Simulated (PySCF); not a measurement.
H3Al, charge +1, doublet, geometry from GFN2-xTB (such geometries of metal compounds can be far from the true shape) (a state made from the parent by changing its charge; the spin is typed, not shown lowest), atoms displaced at random by about 0.03 Å a coordinate; TPSS/STO-3G, gradient by finite differences in PySCF.

Here is a job for PySCF.
```python
from pyscf import gto, scf, dft

mol = gto.M(
    atom='''
Al    0.024449   -0.023111    0.024480
H     0.664584   -0.470191    1.380584
H    -0.337192    1.517050   -0.264506
H    -0.321740   -1.143413   -1.147882
''',
    basis='sto-3g',
    charge=1,
    spin=1,
    verbose=4,
)

mf = dft.UKS(mol)
mf.xc = 'tpss'
mf.conv_tol = 1e-11
mf.kernel()
scan, done = mf.as_scanner(), []
scan.scf_summary = {}
def energy(d):
    c = mol.atom_coords()
    c[1, 2] += d
    e = scan(mol.set_geom_(c, unit='Bohr', inplace=False))
    done.append(scan.converged)
    return e
h = 0.2
fd = (energy(h) - energy(-h)) / (2 * h)
print('dE/dx =', fd)
```

What the program printed (banner, timings and long lists left out):

```
PySCF version 2.14.0

[INPUT] verbose = 4
[INPUT] num. atoms = 4
[INPUT] num. electrons = 15
[INPUT] charge = 1
[INPUT] spin (= nelec alpha-beta = 2S) = 1
[INPUT] symmetry False subgroup None
[INPUT] Mole.unit = angstrom
[INPUT] Symbol           X                Y                Z      unit          X                Y                Z       unit  Magmom
[...]
nuclear repulsion = 13.3918734869375
number of shells = 8
number of NR pGTOs = 36
number of NR cGTOs = 12
basis = sto-3g
ecp = {}

******** <class 'pyscf.dft.uks.UKS'> ********
method = UKS
initial guess = minao
damping factor = 0
level_shift factor = 0
DIIS = <class 'pyscf.scf.diis.CDIIS'>
diis_start_cycle = 1
diis_space = 8
diis_damp = 0
SCF conv_tol = 1e-11
SCF conv_tol_grad = None
SCF max_cycles = 50
direct_scf = True
direct_scf_tol = 1e-13
number electrons alpha = 8  beta = 7
XC library pyscf.dft.libxc version 7.1.2
    S. Lehtola, C. Steigemann, M. J. T. Oliveira, and M. A. L. Marques,  SoftwareX 7, 1–5 (2018)
XC functionals = tpss
    J. Tao, J. P. Perdew, V. N. Staroverov, and G. E. Scuseria,  Phys. Rev. Lett. 91, 146401 (2003)
    J. P. Perdew, J. Tao, V. N. Staroverov, and G. E. Scuseria,  J. Chem. Phys. 120, 6898 (2004)
    J. Tao, J. P. Perdew, V. N. Staroverov, and G. E. Scuseria,  Phys. Rev. Lett. 91, 146401 (2003)
    J. P. Perdew, J. Tao, V. N. Staroverov, and G. E. Scuseria,  J. Chem. Phys. 120, 6898 (2004)
radial grids:
    Treutler-Ahlrichs [JCP 102, 346 (1995); DOI:10.1063/1.469408] (M4) radial grids

becke partition: Becke, JCP 88, 2547 (1988); DOI:10.1063/1.454033
pruning grids: <function nwchem_prune>
grids dens level: 3
symmetrized grids: False
atomic radii adjust function: <function treutler_atomic_radii_adjust>
small_rho_cutoff = 0
Set gradient conv threshold to 3.16228e-06
tot grids = 48608
init E= -240.838582916237

cycle= 1 E= -240.907608068472  delta_E= -0.069  |g|= 0.209  |ddm|= 1.38
cycle= 2 E= -240.839922812514  delta_E= 0.0677  |g|= 0.242  |ddm|= 1.24
cycle= 3 E= -240.925925585373  delta_E= -0.086  |g|= 0.107  |ddm|= 1.16
cycle= 4 E= -240.928228021459  delta_E= -0.0023  |g|= 0.0818  |ddm|= 0.711
cycle= 5 E= -240.905735495627  delta_E= 0.0225  |g|= 0.145  |ddm|= 1.07
cycle= 6 E= -240.932755873276  delta_E= -0.027  |g|= 0.076  |ddm|= 0.424
cycle= 7 E= -240.933562735707  delta_E= -0.000807  |g|= 0.0716  |ddm|= 0.0364
cycle= 8 E= -240.896150867048  delta_E= 0.0374  |g|= 0.155  |ddm|= 1.08
cycle= 9 E= -240.893547674722  delta_E= 0.0026  |g|= 0.159  |ddm|= 0.0814
cycle= 10 E= -240.942896481027  delta_E= -0.0493  |g|= 0.0205  |ddm|= 0.982
cycle= 11 E= -240.922126923557  delta_E= 0.0208  |g|= 0.104  |ddm|= 0.614
cycle= 12 E= -240.919252494499  delta_E= 0.00287  |g|= 0.112  |ddm|= 0.0319
cycle= 13 E= -240.913955839056  delta_E= 0.0053  |g|= 0.124  |ddm|= 0.0733
cycle= 14 E= -240.913778585196  delta_E= 0.000177  |g|= 0.124  |ddm|= 0.0127
cycle= 15 E= -240.938671461483  delta_E= -0.0249  |g|= 0.0499  |ddm|= 0.397
cycle= 16 E= -240.925976106079  delta_E= 0.0127  |g|= 0.0945  |ddm|= 0.253
cycle= 17 E= -240.943709669289  delta_E= -0.0177  |g|= 0.00309  |ddm|= 0.496
cycle= 18 E= -240.943613608862  delta_E= 9.61e-05  |g|= 0.00763  |ddm|= 0.0384
cycle= 19 E= -240.943698200766  delta_E= -8.46e-05  |g|= 0.00378  |ddm|= 0.0213
cycle= 20 E= -240.943722650828  delta_E= -2.45e-05  |g|= 0.00117  |ddm|= 0.0136
cycle= 21 E= -240.943723292312  delta_E= -6.41e-07  |g|= 0.000987  |ddm|= 0.00103
cycle= 22 E= -240.943724936936  delta_E= -1.64e-06  |g|= 0.000314  |ddm|= 0.00331
cycle= 23 E= -240.943725116835  delta_E= -1.8e-07  |g|= 5.11e-05  |ddm|= 0.00131
cycle= 24 E= -240.94372512108  delta_E= -4.24e-09  |g|= 1.7e-05  |ddm|= 0.000158
cycle= 25 E= -240.943725121616  delta_E= -5.36e-10  |g|= 2.66e-07  |ddm|= 8.34e-05
cycle= 26 E= -240.943725121616  delta_E= -8.53e-14  |g|= 1.85e-07  |ddm|= 2.14e-06
Extra cycle  E= -240.94372512159  delta_E= 2.63e-11  |g|= 3.64e-06  |ddm|= 2.08e-05
converged SCF energy = -240.94372512159  <S^2> = 0.76036647  2S+1 = 2.0103397
Create scanner for <class 'pyscf.dft.uks.UKS'>

WARN: Mole.unit (angstrom) is changed to Bohr

New geometry
   1 Al     0.024449000000  -0.023111000000   0.024480000000 AA    0.046201914019  -0.043673460465   0.046260495529 Bohr
   2 H      0.664584000000  -0.470191000000   1.486419442184 AA    1.255881746768  -0.888532216235   2.808925651957 Bohr
   3 H     -0.337192000000   1.517050000000  -0.264506000000 AA   -0.637200531394   2.866809017271  -0.499843898304 Bohr
   4 H     -0.321740000000  -1.143413000000  -1.147882000000 AA   -0.608000483318  -2.160737417267  -2.169182603318 Bohr

******** <class 'pyscf.scf.hf.UKS_Scanner'> ********
method = UKS_Scanner
initial guess = minao
damping factor = 0
level_shift factor = 0
DIIS = <class 'pyscf.scf.diis.CDIIS'>
diis_start_cycle = 1
diis_space = 8
diis_damp = 0
SCF conv_tol = 1e-11
SCF conv_tol_grad = None
SCF max_cycles = 50
direct_scf = True
direct_scf_tol = 1e-13
number electrons alpha = 8  beta = 7
XC library pyscf.dft.libxc version 7.1.2
    S. Lehtola, C. Steigemann, M. J. T. Oliveira, and M. A. L. Marques,  SoftwareX 7, 1–5 (2018)
XC functionals = tpss
    J. Tao, J. P. Perdew, V. N. Staroverov, and G. E. Scuseria,  Phys. Rev. Lett. 91, 146401 (2003)
    J. P. Perdew, J. Tao, V. N. Staroverov, and G. E. Scuseria,  J. Chem. Phys. 120, 6898 (2004)
    J. Tao, J. P. Perdew, V. N. Staroverov, and G. E. Scuseria,  Phys. Rev. Lett. 91, 146401 (2003)
    J. P. Perdew, J. Tao, V. N. Staroverov, and G. E. Scuseria,  J. Chem. Phys. 120, 6898 (2004)
radial grids:
    Treutler-Ahlrichs [JCP 102, 346 (1995); DOI:10.1063/1.469408] (M4) radial grids

becke partition: Becke, JCP 88, 2547 (1988); DOI:10.1063/1.454033
pruning grids: <function nwchem_prune>
grids dens level: 3
symmetrized grids: False
atomic radii adjust function: <function treutler_atomic_radii_adjust>
small_rho_cutoff = 0
Set gradient conv threshold to 3.16228e-06
tot grids = 48608
init E= -240.914401114977

[...]
cycle= 18 E= -240.919532073956  delta_E= -0.00202  |g|=  0.1  |ddm|= 1.09
cycle= 19 E= -240.904845978169  delta_E= 0.0147  |g|= 0.136  |ddm|= 0.403
cycle= 20 E= -240.931985089998  delta_E= -0.0271  |g|= 0.0582  |ddm|= 0.749
cycle= 21 E= -240.912574222058  delta_E= 0.0194  |g|= 0.119  |ddm|= 0.788
cycle= 22 E= -240.93578299639  delta_E= -0.0232  |g|= 0.0357  |ddm|= 0.836
cycle= 23 E= -240.906444920054  delta_E= 0.0293  |g|= 0.132  |ddm|= 0.899
cycle= 24 E= -240.905085850476  delta_E= 0.00136  |g|= 0.136  |ddm|= 0.0312
cycle= 25 E= -240.900667411744  delta_E= 0.00442  |g|= 0.144  |ddm|= 0.0663
cycle= 26 E= -240.896220491142  delta_E= 0.00445  |g|= 0.152  |ddm|= 0.0789
cycle= 27 E= -240.898928468175  delta_E= -0.00271  |g|= 0.147  |ddm|= 0.0455
cycle= 28 E= -240.899079777032  delta_E= -0.000151  |g|= 0.144  |ddm|= 0.174
cycle= 29 E= -240.909956281994  delta_E= -0.0109  |g|= 0.123  |ddm|= 1.03

cycle= 30 E= -240.918908390355  delta_E= -0.00895  |g|= 0.0967  |ddm|= 1.01
cycle= 31 E= -240.920807571631  delta_E= -0.0019  |g|= 0.0984  |ddm|= 0.906
cycle= 32 E= -240.919425676275  delta_E= 0.00138  |g|= 0.102  |ddm|= 0.531
cycle= 33 E= -240.918831090327  delta_E= 0.000595  |g|= 0.103  |ddm|= 0.0224
cycle= 34 E= -240.919494085025  delta_E= -0.000663  |g|= 0.101  |ddm|= 0.0492
cycle= 35 E= -240.919148524523  delta_E= 0.000346  |g|= 0.101  |ddm|= 0.0335
cycle= 36 E= -240.914358679011  delta_E= 0.00479  |g|= 0.117  |ddm|= 0.156
cycle= 37 E= -240.926870465212  delta_E= -0.0125  |g|= 0.0748  |ddm|= 0.697
cycle= 38 E= -240.931049116565  delta_E= -0.00418  |g|= 0.0568  |ddm|= 0.116
cycle= 39 E= -240.898803784698  delta_E= 0.0322  |g|= 0.148  |ddm|=  1.1
cycle= 40 E= -240.911185761184  delta_E= -0.0124  |g|= 0.122  |ddm|= 0.974
cycle= 41 E= -240.897367441409  delta_E= 0.0138  |g|= 0.152  |ddm|= 1.09
cycle= 42 E= -240.894714952466  delta_E= 0.00265  |g|= 0.156  |ddm|= 0.0213
cycle= 43 E= -240.899405114792  delta_E= -0.00469  |g|= 0.147  |ddm|= 0.0367
cycle= 44 E= -240.897546177427  delta_E= 0.00186  |g|= 0.151  |ddm|= 0.135
cycle= 45 E= -240.900378089822  delta_E= -0.00283  |g|= 0.146  |ddm|= 0.0524
cycle= 46 E= -240.915804958761  delta_E= -0.0154  |g|= 0.11  |ddm|= 0.15
cycle= 47 E= -240.904690608791  delta_E= 0.0111  |g|= 0.14  |ddm|=    1
cycle= 48 E= -240.918968563591  delta_E= -0.0143  |g|=  0.1  |ddm|= 0.68
cycle= 49 E= -240.924069245666  delta_E= -0.0051  |g|= 0.0914  |ddm|= 0.572
cycle= 50 E= -240.928501954868  delta_E= -0.00443  |g|= 0.0725  |ddm|= 0.26
SCF not converged.
SCF energy = -240.928501954868 after 50 cycles  <S^2> = 0.76020646  2S+1 = 2.0101805

WARN: Mole.unit (angstrom) is changed to Bohr

New geometry
   1 Al     0.024449000000  -0.023111000000   0.024480000000 AA    0.046201914019  -0.043673460465   0.046260495529 Bohr
   2 H      0.664584000000  -0.470191000000   1.274748557816 AA    1.255881746768  -0.888532216235   2.408925651957 Bohr
   3 H     -0.337192000000   1.517050000000  -0.264506000000 AA   -0.637200531394   2.866809017271  -0.499843898304 Bohr
   4 H     -0.321740000000  -1.143413000000  -1.147882000000 AA   -0.608000483318  -2.160737417267  -2.169182603318 Bohr

******** <class 'pyscf.scf.hf.UKS_Scanner'> ********
method = UKS_Scanner
initial guess = minao
damping factor = 0
level_shift factor = 0
DIIS = <class 'pyscf.scf.diis.CDIIS'>
diis_start_cycle = 1
diis_space = 8
diis_damp = 0
SCF conv_tol = 1e-11
SCF conv_tol_grad = None
SCF max_cycles = 50
direct_scf = True
direct_scf_tol = 1e-13
number electrons alpha = 8  beta = 7
XC library pyscf.dft.libxc version 7.1.2
    S. Lehtola, C. Steigemann, M. J. T. Oliveira, and M. A. L. Marques,  SoftwareX 7, 1–5 (2018)
XC functionals = tpss
    J. Tao, J. P. Perdew, V. N. Staroverov, and G. E. Scuseria,  Phys. Rev. Lett. 91, 146401 (2003)
    J. P. Perdew, J. Tao, V. N. Staroverov, and G. E. Scuseria,  J. Chem. Phys. 120, 6898 (2004)
    J. Tao, J. P. Perdew, V. N. Staroverov, and G. E. Scuseria,  Phys. Rev. Lett. 91, 146401 (2003)
    J. P. Perdew, J. Tao, V. N. Staroverov, and G. E. Scuseria,  J. Chem. Phys. 120, 6898 (2004)
radial grids:
    Treutler-Ahlrichs [JCP 102, 346 (1995); DOI:10.1063/1.469408] (M4) radial grids

becke partition: Becke, JCP 88, 2547 (1988); DOI:10.1063/1.454033
pruning grids: <function nwchem_prune>
grids dens level: 3
symmetrized grids: False
atomic radii adjust function: <function treutler_atomic_radii_adjust>
small_rho_cutoff = 0
Set gradient conv threshold to 3.16228e-06
tot grids = 48608
init E= -240.986032710529
cycle= 1 E= -240.849589440288  delta_E= 0.136  |g|= 0.218  |ddm|= 1.13
cycle= 2 E= -240.814722229863  delta_E= 0.0349  |g|= 0.277  |ddm|= 1.35
cycle= 3 E= -240.925070586111  delta_E= -0.11  |g|= 0.107  |ddm|= 0.797
cycle= 4 E= -240.918061343057  delta_E= 0.00701  |g|= 0.121  |ddm|= 0.819
cycle= 5 E= -240.940629492464  delta_E= -0.0226  |g|= 0.0528  |ddm|= 0.49
cycle= 6 E= -240.94264758193  delta_E= -0.00202  |g|= 0.037  |ddm|= 0.19
cycle= 7 E= -240.944835417999  delta_E= -0.00219  |g|= 0.0122  |ddm|= 0.137
cycle= 8 E= -240.945040504659  delta_E= -0.000205  |g|= 0.00467  |ddm|= 0.0325
cycle= 9 E= -240.945069138345  delta_E= -2.86e-05  |g|= 0.00233  |ddm|= 0.00992
cycle= 10 E= -240.945078781508  delta_E= -9.64e-06  |g|= 0.000131  |ddm|= 0.0095
cycle= 11 E= -240.945078808395  delta_E= -2.69e-08  |g|= 6.06e-05  |ddm|= 0.000894
cycle= 12 E= -240.945078814719  delta_E= -6.32e-09  |g|= 2.56e-05  |ddm|= 0.000413
cycle= 13 E= -240.945078815312  delta_E= -5.92e-10  |g|= 1.66e-05  |ddm|= 2.83e-05
cycle= 14 E= -240.945078815758  delta_E= -4.46e-10  |g|= 3.02e-06  |ddm|= 5.03e-05
cycle= 15 E= -240.945078815773  delta_E= -1.51e-11  |g|= 3.73e-07  |ddm|= 9.61e-06
cycle= 16 E= -240.945078815773  delta_E= -2.84e-14  |g|= 4.42e-08  |ddm|= 1.8e-06
Extra cycle  E= -240.945078815773  delta_E= -1.14e-13  |g|= 2.85e-07  |ddm|= 1.6e-06
converged SCF energy = -240.945078815773  <S^2> = 0.76299258  2S+1 = 2.0129506
dE/dx = 0.04144215226261849
```

The run did not converge; its last values are not results.
